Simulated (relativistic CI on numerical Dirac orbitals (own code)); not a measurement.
## Sensitivity of the levels of Tl LIII to α and to the nuclear radius

These numbers are calculated, not measured: Dirac-Coulomb-Breit CI, KLI orbitals optimised for each configuration, derivatives by finite differences, unscaled Slater integrals, QED left out (own radial code, finite nucleus).

Configuration list (outside the closed core [Ar] 3d10): 4s, 4p, 4d, 4f, 5s, 5p, 5d, 5f. Levels of other configurations are missing.

With x = (α/α₀)² − 1 an excitation energy changes as ω = ω₀ + qx; K = 2q/ω₀ is the relative enhancement. Terms are leading LS components, so labels can repeat. The field-shift factor is F = δν/δ⟨r²⟩ for the transition from the lowest level.

Lowest level 4s 2S_1/2.

```csv
Level,ω₀ (cm⁻¹),q (cm⁻¹),F (GHz/fm²)
4p 2P°_1/2,947253,196300,-4390
4p 2P°_3/2,2264375,1.865e+06,-4760
4d 2D_3/2,3670934,1.942e+06,-4740
4d 2D_5/2,3949015,2.23e+06,-4730
4f 2F°_5/2,5440520,2.218e+06,-4680
4f 2F°_7/2,5516342,2.291e+06,-4670
5s 2S_1/2,10181877,1.181e+06,-2460
5p 2P°_1/2,10644226,1.265e+06,-4500
5p 2P°_3/2,11267146,2.047e+06,-4680
5d 2D_3/2,11941693,2.081e+06,-4670
5d 2D_5/2,12077155,2.222e+06,-4670
5f 2F°_5/2,12741791,2.215e+06,-4640
5f 2F°_7/2,12785092,2.258e+06,-4640
```

At this charge energies of transitions that change n are usually good to better than 1 %, and those within a shell (Δn = 0) to a few per cent.

Problem. Which transition from the lowest level has the largest |K|?

Solution. 4p 2P°_3/2 at 2264375 cm⁻¹, K = 1.65.
